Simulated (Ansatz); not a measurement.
Computed with Ansatz on PBE0-D4/def2-TZVP structures; ΔE is electronic, products minus reactants. CCSD(T)/CBS adds triple-zeta CCSD(T) − MP2 to the extrapolated MP2 energy (def2 sets, frozen cores). Functionals use def2-TZVPP. One conformer a species, not always the lowest.

Consider the redistribution: `O[Si]1(Cl)C=N1` + `OBS` → `O[SiH]1C=N1` + `OB(S)Cl`.

```tsv
level	ΔE (kJ/mol)
PBE-D4	0.6
MP2/def2-TZVPP	3.6
```

(1) What does CCSD(T)/CBS give? (Best estimate.)

Largest T1 diagnostic among the species: 0.014.

## Answers

(1) Computed: +5.9 kJ/mol. The listed levels differ from it by -5.3, -2.3 kJ/mol.

From BLYP to BHLYP (50 % exact exchange), in def2-TZVPP and without D4, ΔE moves by +4.4 kJ/mol. Leaving LDA and LC-ωPBE aside and taking each functional with its dispersion term where it has one, the values, not all of them listed here, spread over 6.3 kJ/mol, from PBE-D4 to BHLYP-D4. LDA lies −4.8 kJ/mol from PBE without D4.
